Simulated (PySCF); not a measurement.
TDDFT excited states: C3H8FNSi

Species: C₃H₈FNSi.
InChI=1S/C3H8FNSi/c4-3-1-5-6-2-3/h3,5H,1-2,6H2/t3-/m1/s1

Method: PySCF, TDDFT PBE0/def2-SVPD, vertical, gas phase, core orbitals frozen in the response. One conformer (not necessarily the lowest) at the GFN2-xTB geometry, without solvent, vibrations or thermal averaging.

Q: What does the calculation give for the low-lying excited states?

A: 

```json
{"state": "S1", "E (eV)": "5.75", "E (kJ/mol)": "554", "λ (nm)": "215.8", "f": "0.0030", "main configurations (H = HOMO, L = LUMO)": "H→L (99%)"}
{"state": "S2", "E (eV)": "6.06", "E (kJ/mol)": "585", "λ (nm)": "204.6", "f": "0.011", "main configurations (H = HOMO, L = LUMO)": "H→L+1 (96%)"}
{"state": "S3", "E (eV)": "6.83", "E (kJ/mol)": "659", "λ (nm)": "181.5", "f": "0.0007", "main configurations (H = HOMO, L = LUMO)": "H→L+2 (78%), H→L+3 (19%)"}
{"state": "S4", "E (eV)": "7.12", "E (kJ/mol)": "687", "λ (nm)": "174.0", "f": "0.0033", "main configurations (H = HOMO, L = LUMO)": "H→L+3 (77%), H→L+2 (20%)"}
{"state": "S5", "E (eV)": "7.23", "E (kJ/mol)": "698", "λ (nm)": "171.4", "f": "0.010", "main configurations (H = HOMO, L = LUMO)": "H→L+4 (88%)"}
{"state": "S6", "E (eV)": "7.58", "E (kJ/mol)": "732", "λ (nm)": "163.5", "f": "0.017", "main configurations (H = HOMO, L = LUMO)": "H→L+5 (92%)"}
```

Triplets (Tamm–Dancoff): T1 5.47 eV, H→L (95%); T2 5.91 eV, H→L+1 (92%).

The lowest singlet comes at 216 nm (554 kJ/mol) in the ultraviolet; it is very weak; its leading configuration is HOMO→LUMO (99%). The strongest level in the table is S6 at 7.58 eV (163 nm, f = 0.017). It is the last of those listed, so stronger ones may follow. Löwdin shares by element: HOMO nitrogen 56%, carbon 11% or more, silicon 10%, hydrogen 5% or more (atoms not listed hold the other 17%); LUMO silicon 36%, hydrogen 34% or more (atoms not listed hold the other 30%). Weighted by f, the mean energy of these states is 6.96 eV. Orbital energies (eV): HOMO-3 -9.65, HOMO-2 -9.40, HOMO-1 -8.60, HOMO -6.69, LUMO 0.45, LUMO+1 0.58, LUMO+2 1.32. The oscillator strengths of these states sum to 0.045; summed over the whole spectrum of an exact calculation they would give the number of electrons, 56 (Thomas–Reiche–Kuhn). The window holds the lowest 6 singlets.

Without π bonds the low states may be Rydberg-like; a valence basis with one diffuse set may place them up to an eV too high.
